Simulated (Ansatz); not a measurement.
`[SH][Hf]([SH])([Cl])[Cl]`, charge 0, multiplicity 1.

(1) Give a relaxed structure at PBE0-D4/def2-TZVP (the Gaussian-basis code of Ansatz). (An estimate is asked.)

Answers

(1) The calculation gave: 
Cartesian coordinates in Å:
```
S 1.335 1.853 0.568
Hf 0.337 -0.219 -0.159
S -1.923 0.374 -0.782
Cl 0.257 -1.774 1.574
Cl 1.509 -1.022 -2.000
H 0.729 1.711 1.766
H -2.245 -0.924 -0.967
```
